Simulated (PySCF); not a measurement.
CH8SeSi2, SMILES C[SiH2][SiH2][SeH] at its GFN2-xTB optimised geometry (Å):

```
12

C      1.7218    -1.3302     0.0000
Si    -0.1793    -1.3302     0.0000
Si    -0.9872     0.8549     0.0000
Se     0.5553     2.3385    -0.8776
H      2.1119    -0.7847    -0.8565
H      2.1232    -2.3385    -0.0441
H      2.1181    -0.8600     0.8971
H     -0.6579    -2.0322     1.1971
H     -0.6509    -2.0798    -1.1706
H     -1.3226     1.4149     1.3129
H     -2.1232     1.1252    -0.8793
H      1.6653     1.8864    -0.0900
```

Level of theory: PySCF with B3LYP/def2-TZVP.

Map of the deformation density (molecule minus spherical neutral atoms) (e/bohr³) on the plane z = 1.5 Å:

```
|2222222222222222222222222222222|
|2222222222222222222222222222222|
|2222222222222222222222222222222|
|2222222222222222222222222222222|
|2222222222222222222222222222222|
|2222222222222222222222222222222|
|2222222222222222222222222222222|
|2222222221111122222222222222222|
|2222222211111112222222222222222|
|2222222211232211122222222222222|
|2222222222695211122222222222222|
|2222222223796311112222222222222|
|2222222223454211112222222222222|
|2222222222232211111222222222222|
|2222222111121111111111122222222|
|2222222211111111111111111222222|
|2222222211111111111111001122222|
|2222222221111111111110000122222|
|2222222221111111111110000122222|
|2222222222122221111111001122222|
|2222222222223442111111111122222|
|2222222222124653111111111222222|
|2222222222113542211111111222222|
|2222222222111222111111112222222|
|2222222222211112111122222222222|
|2222222222221122222222222222222|
|2222222222222222222222222222222|
|2222222222222222222222222222222|
|2222222222222222222222222222222|
|2222222222222222222222222222222|
|2222222222222222222222222222222|
```
Scale: ten equal steps from -0.009 (start of '0') to 0.029 (end of '9'), in the order '0123456789'; x runs from -4.50 to 4.50, y from -4.50 (bottom) to 4.50 (top).
